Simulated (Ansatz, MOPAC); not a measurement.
Molecule: CH3O2 (charge -1, singlet). SMILES: [O-]CO

Atoms: O1, C2, O3, H4, H5, H6. Bonds: O1-C2, C2-O3, C2-H4, C2-H5, O3-H6.

Bond lengths (Å) and angles (degrees) optimised at PM7 with MOPAC; HF/6-31G* with Ansatz (an electronic-structure program); B3LYP/6-31G* with Ansatz, each started from the B3LYP-D3(BJ)/def2-TZVP structure (Ansatz) of the last column. A row stands for all coordinates that are equal there; 7 of 9 kinds are shown. 6-31G* holds six Cartesian d functions.

```csv
coordinate,PM7,HF/6-31G*,B3LYP/6-31G*,B3LYP-D3(BJ)/def2-TZVP
O1-C2,1.287,1.292,1.294,1.296
C2-O3,1.501,1.472,1.529,1.533
C2-H4,1.111,1.120,1.144,1.130
O3-H6,0.956,0.948,0.973,0.966
O1-C2-O3,111.4,112.3,112.5,112.3
O1-C2-H4,114.7,116.1,117.1,116.4
O3-C2-H4,101.0,103.2,101.9,101.9
```

Mean signed difference of all 5 bond lengths from B3LYP-D3(BJ)/def2-TZVP: PM7 -0.018 Å, HF/6-31G* -0.021 Å, B3LYP/6-31G* 0.006 Å.
